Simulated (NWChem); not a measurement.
## Ionisation of H$_{5}$GeSi

SMILES: [SiH3][GeH2]
```xyz
7

Si    -0.1778     1.5823     0.0000
Ge     0.1268    -0.7947     0.0000
H      0.4710     2.1530    -1.2156
H      0.4710     2.1530     1.2156
H     -1.6223     1.9698     0.0000
H     -0.4442    -1.4986    -1.2594
H     -0.4442    -1.4986     1.2594
```
Charge 0, spin multiplicity 2.

Everything below was run with NWChem. All single points use one geometry, from UB3LYP/def2-SVP, a minimum by its harmonic frequencies.

Basis set: def2-SVPD. −ε marks an orbital energy of the parent.

The Hamiltonian is non-relativistic. B3LYP has NWChem's definition, with VWN1-RPA local correlation. The structure started from a generated list of species. The unpaired electrons of the parent sit in orbitals of symmetry a' (Cs labels of the run); other states weren't searched. The stability of the SCF solutions was not checked. Open-shell Hartree-Fock references start from PBE0 orbitals.

Q: One of these methods gave a first vertical ionisation energy of 5.11 eV. Which?
A) −ε(alpha HOMO) of PBE
B) −ε(alpha HOMO) of HF
C) −ε(alpha HOMO) of PBE0
D) −ε(alpha HOMO) of B3LYP

A: A, −ε(alpha HOMO) of PBE. The others give 5.85 (−ε(alpha HOMO) of B3LYP), 6.14 (−ε(alpha HOMO) of PBE0), 8.65 (−ε(alpha HOMO) of HF).
